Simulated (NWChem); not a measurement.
Species: CdH$_{2}$O$_{2}$; SMILES [OH][Cd][OH]

```xyz
5

Cd     0.0000     0.0000     0.0034
O     -1.9569    -0.0394    -0.0847
H     -2.3458     0.5211     0.5963
O      1.9569     0.0394    -0.0847
H      2.3458    -0.5211     0.5963
```
Atoms are numbered in this order, from 1.

Results from NWChem. Geometry: optimised at PBE0/def2-SVP (def2 core potentials past Kr).

For level TPSS/STO-3G, non-relativistic:

- highest occupied level (eV) = -1.17
- orbital gap (eV) = 5.07
- dipole (D) = 1.34

**Question.** How do the values read with level TPSS/3-21G, non-relativistic instead?

**Answer.** The highest occupied level (eV) comes out as -5.46, the orbital gap (eV) comes out as 3.69 and the dipole (D) comes out as 2.19.
